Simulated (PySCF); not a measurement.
[AgF4]2- holds Ag(II), d9, at total charge -2. The structure is a PBE0-D3(BJ)/def2-TZVP, IEF-PCM water geometry optimised for multiplicity 2; coordination square planar, point group D4h, metal–donor distances 2.08 Å.

```
5

Ag    0.000    0.000    0.000
F     2.075    0.000    0.000
F    -2.075    0.000    0.000
F     0.000    2.075    0.000
F     0.000   -2.075    0.000
```

Method (PySCF 2.14, density fitting): CASSCF(9,5) with orbitals averaged over all microstates of the shell, strongly contracted NEVPT2 on the averaged canonical orbitals; basis x2c-TZVPall on the metal, x2c-SVPall elsewhere; spin-free X2C; IEF-PCM water; spin-orbit coupling by state interaction with the mean-field operator over all roots.

Problem. What is the ground state?

Solution. 2B1g (S = 1/2, orbital degeneracy 1), orbital occupations from the lowest 2.0 2.0 2.0 2.0 1.0, by NEVPT2.

Problem. List the excited states of the same spin.

Solution. By NEVPT2: 2B2g at 18561 cm⁻¹ (539 nm); 2Eg at 23614 cm⁻¹ (423 nm); 2A1g at 24464 cm⁻¹ (409 nm). All are electric-dipole forbidden at this geometry.

Problem. Give the fitted ligand-field and repulsion parameters.

Solution. At NEVPT2 level: orbital energies 0, 850, 850, 5903, 24464 cm⁻¹; ζ = 1694 cm⁻¹ (free ion 1770).

Problem. What magnetic behaviour follows?

Solution. The ground doublet has g = 2.091, 2.091, 2.572. μeff is 1.98 μB at 300 K and 1.96 μB at 10 K; the spin-only value is 1.73 μB.

No frequencies were computed for the optimised geometry. NEVPT2 lifts 2B2g from 14358 to 18561 cm⁻¹; on the d shell alone such lifts tend to overshoot.

The job took 8.3 s on one thread of Arm Neoverse V2 (shared host), with 119 basis functions, launched as `OMP_NUM_THREADS=1 python lf_run.py task.json out`.
